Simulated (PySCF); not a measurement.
# MF cations for M along the second period

MP2 with triple-zeta basis sets in PySCF, for the lowest determinant that a PBE0 search found; no spin–orbit coupling. De refers to high-spin ground-configuration atoms (the charge goes to the atom of lower measured ionisation energy or higher electron affinity, which is not always the lowest computed limit).

```tsv
M	basis	reference, frozen orbitals	charged atom	state (unpaired electrons)	Re (Å)	ωe (cm⁻¹)	De (eV)
Li	pcseg-2	UHF, 1	Li+	doublet (π ↑)	2.042	294	0.25
Be	cc-pVTZ	RHF, 1	Be+	singlet (closed shell)	1.324	1445	6.29
B	cc-pVTZ	UHF, 2	B+	doublet (σ ↑)	1.218	1700	5.65
C	def2-TZVPPD	RHF, 2	C+	singlet (closed shell)	1.157	1812	8.09
F	def2-TZVPPD	UHF, 2	F+	doublet (π ↑)	1.351	880	3.70
```

The shortest bond is that of CF⁺ (1.157 Å), the longest that of LiF⁺ (2.042 Å). CF⁺ is bound most strongly (8.09 eV) and LiF⁺ least (0.25 eV).

The rows differ in basis set, which adds steps of its own.

The state changes along the series, so neighbouring rows are not always alike in their bonding.

Correlated steps freeze the inner cores (1 to 2 orbitals); shallow outer-core shells are correlated. Weak bonds: LiF⁺. Basis-set superposition, not corrected here, can be much of De in a small basis, most of all at correlated wavefunction levels. For an ion De counts to the pair picked by the measured ionisation energies or electron affinities, which need not be the lowest pair at this level. Where the molecule has an RHF reference, its open-shell atoms are computed with UHF. States were picked by a PBE0 search and need not be the measured ground states.
